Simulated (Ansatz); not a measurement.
Compare A (`B[SiH](F)CC=N`) with its isomer B (`C=CB(N)[SiH2]F`).

Isolated molecules relaxed with PBE0-D4/def2-TZVP in Ansatz; ΔE leaves out vibrations. CBS: MP2 limit from def2 TZ/QZ plus the TZ coupled-cluster correction, frozen cores. DFT in def2-TZVPP. B3LYP here is the variant with VWN-RPA as its local correlation; programs differ in this. Each species was taken in one conformer, which may not be the lowest.

**Question.** Which isomer does CCSD(T)/CBS put lower? Give the gap. (Estimate.)

**Answer.** The calculation gave: B, by 45.4 kcal/mol.

**Question.** Give E(B) − E(A) in kcal/mol with B3LYP-D4, CCSD/def2-TZVPP, PBE0-D4, ωB97M-V, HF/def2-TZVPP, B3LYP, r2SCAN-D4. (An estimate is asked.)

**Answer.** Computed: B3LYP-D4 -45.8, CCSD/def2-TZVPP -44.1, PBE0-D4 -45.3, ωB97M-V -44.9, HF/def2-TZVPP -41.8, B3LYP -45.7, r2SCAN-D4 -45.3. None reverses the order clearly.

Largest T1 diagnostic: 0.013.

In def2-TZVPP, CCSD(T) changes the Hartree–Fock value by −2.9 kcal/mol (the triples alone add −0.5 kcal/mol) and MP2 by −3.9 kcal/mol.
